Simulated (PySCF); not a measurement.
**Working out the ionisation energy of I**

I [Kr] 4d10 5s2 5p5 (2P) → I⁺ [Kr] 4d10 5s2 5p4 (3P). Calculation: PySCF 2.14, in ANO-RCC-VTZP (7s6p4d2f1g, 68 functions); the spin-free X2C one-electron Hamiltonian (Gaussian nucleus). Frozen: [Ar] 3d10. Energies in hartree (1 hartree = 27.21139 eV):

```tsv
part	I (lower)	I⁺ (upper)
UHF	-7112.428521	-7112.077332
MP2 opposite-spin	-0.471075	-0.448133
MP2 same-spin	-0.261543	-0.252435
```

**Question.** What does Hartree-Fock give?

**Answer.** (-7112.077332) − (-7112.428521) = 0.351189 hartree = 9.556 eV.

**Question.** What do MP2 and SCS-MP2 (6/5 opposite-spin, 1/3 same-spin) give?

**Answer.** The opposite-spin parts differ by 0.624 eV and the same-spin parts by 0.248 eV. MP2: 9.556 + (0.624) + (0.248) = 10.428 eV. SCS-MP2: 9.556 + 1.2 × (0.624) + (0.248)/3 = 10.387 eV.

Measured between the centres of the two terms (NIST): 10.519 eV, so MP2 (valence and next inner shell) is off by -0.091 eV.

What remains against the reference includes basis incompleteness, the frozen core and correlation beyond second order.
